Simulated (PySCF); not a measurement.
# Correlation energy of Sn⁺ (tin, charge +1)

[Kr] 4d10 5s2 5p1, 2P determinant. All numbers are calculated (PySCF 2.14, scalar relativity by spin-free X2C-1e, in x2c-QZVPPall with one added diffuse shell each of s, p, d, f type (14s10p8d5f1g, 128 functions)). Frozen: [Kr] 4d10; 3 electrons correlated.

MP2 pair energies summed by pair of shells (mhartree):

| pair | energy | share (%) |
| --- | --- | --- |
| 5s-5s | -19.19 | 56.0 |
| 5s-5p | -15.07 | 44.0 |

Total MP2 correlation energy: -34.25 mhartree.

Same-spin part -2.30 and opposite-spin part -31.95 mhartree; SCS-MP2 scales them by 1/3 and 6/5 to -39.11 mhartree.
